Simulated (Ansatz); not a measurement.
Calculated with Ansatz (gas phase, PBE0-D4/def2-TZVP geometries, no zero-point term in ΔE). CBS: MP2 limit from def2 TZ/QZ plus the TZ coupled-cluster correction, frozen cores. This one scheme is used for every species. Functionals use def2-TZVPP. For Ga outer-core shells are correlated without core-valence functions, which leaves a few kJ/mol of doubt a bond. Scalar relativity is left out up to krypton. Each species was taken in one conformer, which may not be the lowest.

Reaction (formal hydrolysis of a C–Ga bond): `N=C=[CH][GaH2]` + H₂O → `N=C=CO` + `[GaH3]`

```tsv
species	CAM-B3LYP-D4 energy (Eh)
`N=C=[CH][GaH2]`	-2058.27400
H₂O	-76.43873
`N=C=CO`	-207.91755
`[GaH3]`	-1926.73920
```

(1) Work out ΔE.

Largest T1 diagnostic among the species: 0.015.

## Answers

(1) ΔE = (-207.91755) + (-1926.73920) − (-2058.27400) − (-76.43873) = 0.05598 Eh = +35.1 kcal/mol. CCSD(T)/CBS gives +39.5 kcal/mol.

At CCSD(T), def2-SVP lies −7.9 kcal/mol from the extrapolated value and def2-TZVPP −1.7 kcal/mol. In def2-TZVPP, CCSD(T) changes the Hartree–Fock value by +2.9 kcal/mol (the triples alone add +0.6 kcal/mol) and MP2 by +7.3 kcal/mol. From BLYP to BHLYP (50 % exact exchange), in def2-TZVPP and without D4, ΔE moves by +1.6 kcal/mol.
